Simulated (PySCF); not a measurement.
diindium oxide (In2O), SMILES [In][O][In] (connectivity only; charge and spin as stated), neutral, multiplicity 1. Atoms are numbered in the order given.

```xyz
3

In     0.0000     0.0000    -2.0286
O      0.0000     0.0000     0.0000
In     0.0000     0.0000     2.0286
```
Charge 0, spin multiplicity 1.

Coordinates come from a PBE-D3(BJ)/def2-TZVP optimisation. The def2 effective core potentials stand for the cores of In; spin–orbit coupling is left out.

The numbers are results of PBE-D3(BJ)/def2-TZVP (PySCF), not measurements.

Frequencies are harmonic and unscaled.

Modes within 1.5 cm⁻¹ of each other (mostly degenerate sets) share a row, with their intensities summed.

Task: Estimate the vibrational spectrum. (An estimate is asked for; the answer gives what the named calculation found.)

Result: 
```json
[
 {"mode": "1–2", "ν (cm⁻¹)": "47", "IR (km/mol)": "11.4", "moving atoms (share of kinetic energy)": "O 93 %"},
 {"mode": "3", "ν (cm⁻¹)": "196", "IR (km/mol)": "0.0", "moving atoms (share of kinetic energy)": "In 100 %"},
 {"mode": "4", "ν (cm⁻¹)": "708", "IR (km/mol)": "628.6", "moving atoms (share of kinetic energy)": "O 93 %"}
]
```
